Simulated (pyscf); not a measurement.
H₂P–SiH₂–PH₂, singlet

Gas-phase minimum from PySCF at ωB97X-D3(BJ)/def2-SVP, one conformer. 

```xyz
9

P      0.5309     1.5367    -1.8286
Si    -0.0240     0.2924    -0.0338
P      1.5819     0.6981     1.4939
H     -0.7266     1.3792    -2.4790
H      0.1792     2.7659    -1.2014
H     -0.0840    -1.1365    -0.4579
H     -1.3388     0.6715     0.5601
H      2.5711    -0.0437     0.7875
H      1.2165    -0.3845     2.3446
```

Bonded distances (Å): P1–Si2 2.253, P1–H4 1.425, P1–H5 1.424, Si2–P3 2.253, Si2–H6 1.492, Si2–H7 1.492, P3–H8 1.424, P3–H9 1.425. Angles (°): Si2–P1–H4 94.9, Si2–P1–H5 93.7, H4–P1–H5 94.5, P1–Si2–P3 105.4, P1–Si2–H6 108.2, P1–Si2–H7 113.2, P3–Si2–H6 113.2, P3–Si2–H7 108.2, H6–Si2–H7 108.7, Si2–P3–H8 93.7, Si2–P3–H9 94.9, H8–P3–H9 94.5.

Properties at ωB97X-D3(BJ)/def2-SVP:

- Harmonic wavenumbers, unscaled = 117, 138, 144, 442, 449, 505, 539, 596, 732, 744, 796, 838, 956, 1105, 1110, 2243, 2249, 2447, 2448, 2460, 2460 cm⁻¹
- Zero-point energy = 33.6 kcal/mol
- Rotational symmetry number = 2
- Entropy of this conformer at 298 K and 1 atm, rigid rotor and harmonic oscillator, modes under 100 cm⁻¹ raised to 100 = 325.7 J/(mol K)
- Dipole moment = 1.11 D

Single-point totals, which compare only within one level (frozen core for MP2 and CC):

| level | total energy (hartree) |
|---|---|
| ωB97X-D3(BJ)/def2-TZVP | -975.91365 |
| PBE/def2-TZVP | -975.35811 |
| r²SCAN/def2-TZVP | -975.75400 |
| B3LYP-D3(BJ)/def2-TZVP | -975.91727 |
| PBE0-D3(BJ)/def2-TZVP | -975.45973 |
| M06-2X/def2-TZVP | -975.76012 |
| ωB97M-D3(BJ)/def2-TZVP | -975.96458 |
| HF/def2-TZVPP | -973.93783 |
| MP2/def2-TZVPP | -974.38248 |
| CCSD/def2-TZVPP | -974.44454 |
| CCSD(T)/def2-TZVPP | -974.46598 |

Soft torsions are taken as harmonic, which can shift the entropy by several J/(mol K). The CCSD(T) − MP2 part came from Ansatz, without density fitting, on the same reference.
